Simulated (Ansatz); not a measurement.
Cs₃H₃⁻. Total charge -1; doublet. Geometry r2SCAN-D4/def2-TZVPD.

Cartesian coordinates in Å:
```
Cs -2.335 2.511 -0.001
Cs -0.197 -0.943 -2.616
Cs 2.114 1.206 1.360
H 0.180 -1.345 0.623
H 0.447 -2.025 0.835
H -0.208 0.596 -0.201
```

In the def2 sets Cs takes a core potential; there is no spin–orbit coupling. B3LYP takes the VWN-RPA correlation. At PBE-D4/def2-TZVPD, r2SCANh-D4/def2-TZVPD, B3LYP-D4/def2-TZVPD, PBE0-D4/def2-SVPD and others the charge -1 doublet is spin-contaminated (final ⟨S²⟩ up to 1.52, 0.75 for a pure state). At PBE-D4/def2-TZVPD, r2SCANh-D4/def2-TZVPD, B3LYP-D4/def2-TZVPD the highest occupied level of the charge -1 doublet lies above zero (up to 0.27 eV). Its loss leaves the charge 0 singlet, which lies 0.97 eV higher (vertical, at PBE-D4/def2-TZVPD), but this difference is unsure: the singlet is doubtful (geometry relaxed on an unsound state). In the doublet, H4 and H5 lie 0.76 Å apart (atoms count from 1), so H2 has formed as a molecule. The geometry of the doublet was relaxed on an unsound state (⟨S²⟩ 1.50, where a pure state has 0.75). The structure comes from a short search, and lower isomers may exist.

Question: Estimate the α-spin orbital energies around the gap (eV) in Ansatz with PBE-D4/def2-TZVPD, r2SCANh-D4/def2-TZVPD, B3LYP-D4/def2-TZVPD, PBE0-D4/def2-SVPD, r2SCAN0-D4/def2-TZVPD.

Answer: 
```json
{"orbital": "HOMO−5", "PBE-D4/def2-TZVPD": "-10.49", "r2SCANh-D4/def2-TZVPD": "-11.53", "B3LYP-D4/def2-TZVPD": "-11.59", "PBE0-D4/def2-SVPD": "-12.10", "r2SCAN0-D4/def2-TZVPD": "-12.27"}
{"orbital": "HOMO−4", "PBE-D4/def2-TZVPD": "-10.48", "r2SCANh-D4/def2-TZVPD": "-11.51", "B3LYP-D4/def2-TZVPD": "-11.57", "PBE0-D4/def2-SVPD": "-12.07", "r2SCAN0-D4/def2-TZVPD": "-12.26"}
{"orbital": "HOMO−3", "PBE-D4/def2-TZVPD": "-7.97", "r2SCANh-D4/def2-TZVPD": "-9.11", "B3LYP-D4/def2-TZVPD": "-9.35", "PBE0-D4/def2-SVPD": "-9.66", "r2SCAN0-D4/def2-TZVPD": "-9.98"}
{"orbital": "HOMO−2", "PBE-D4/def2-TZVPD": "-2.03", "r2SCANh-D4/def2-TZVPD": "-2.67", "B3LYP-D4/def2-TZVPD": "-2.82", "PBE0-D4/def2-SVPD": "-3.09", "r2SCAN0-D4/def2-TZVPD": "-3.26"}
{"orbital": "HOMO−1", "PBE-D4/def2-TZVPD": "0.13", "r2SCANh-D4/def2-TZVPD": "-0.09", "B3LYP-D4/def2-TZVPD": "-0.10", "PBE0-D4/def2-SVPD": "-0.29", "r2SCAN0-D4/def2-TZVPD": "-0.30"}
{"orbital": "HOMO", "PBE-D4/def2-TZVPD": "0.27", "r2SCANh-D4/def2-TZVPD": "0.09", "B3LYP-D4/def2-TZVPD": "0.06", "PBE0-D4/def2-SVPD": "-0.13", "r2SCAN0-D4/def2-TZVPD": "-0.10"}
{"orbital": "LUMO", "PBE-D4/def2-TZVPD": "0.55", "r2SCANh-D4/def2-TZVPD": "0.76", "B3LYP-D4/def2-TZVPD": "0.88", "PBE0-D4/def2-SVPD": "0.83", "r2SCAN0-D4/def2-TZVPD": "0.87"}
{"orbital": "LUMO+1", "PBE-D4/def2-TZVPD": "0.96", "r2SCANh-D4/def2-TZVPD": "1.03", "B3LYP-D4/def2-TZVPD": "1.28", "PBE0-D4/def2-SVPD": "1.06", "r2SCAN0-D4/def2-TZVPD": "1.17"}
{"orbital": "LUMO+2", "PBE-D4/def2-TZVPD": "1.08", "r2SCANh-D4/def2-TZVPD": "1.12", "B3LYP-D4/def2-TZVPD": "1.41", "PBE0-D4/def2-SVPD": "1.12", "r2SCAN0-D4/def2-TZVPD": "1.23"}
{"orbital": "LUMO+3", "PBE-D4/def2-TZVPD": "1.10", "r2SCANh-D4/def2-TZVPD": "1.20", "B3LYP-D4/def2-TZVPD": "1.44", "PBE0-D4/def2-SVPD": "1.15", "r2SCAN0-D4/def2-TZVPD": "1.34"}
{"orbital": "LUMO+4", "PBE-D4/def2-TZVPD": "1.20", "r2SCANh-D4/def2-TZVPD": "1.29", "B3LYP-D4/def2-TZVPD": "1.51", "PBE0-D4/def2-SVPD": "1.17", "r2SCAN0-D4/def2-TZVPD": "1.45"}
{"orbital": "LUMO+5", "PBE-D4/def2-TZVPD": "1.32", "r2SCANh-D4/def2-TZVPD": "1.35", "B3LYP-D4/def2-TZVPD": "1.64", "PBE0-D4/def2-SVPD": "1.21", "r2SCAN0-D4/def2-TZVPD": "1.48"}
{"orbital": "β HOMO", "PBE-D4/def2-TZVPD": "0.17", "r2SCANh-D4/def2-TZVPD": "-0.02", "B3LYP-D4/def2-TZVPD": "-0.04", "PBE0-D4/def2-SVPD": "-0.22", "r2SCAN0-D4/def2-TZVPD": "-0.21"}
{"orbital": "β LUMO", "PBE-D4/def2-TZVPD": "0.57", "r2SCANh-D4/def2-TZVPD": "0.75", "B3LYP-D4/def2-TZVPD": "0.92", "PBE0-D4/def2-SVPD": "0.90", "r2SCAN0-D4/def2-TZVPD": "0.83"}
```
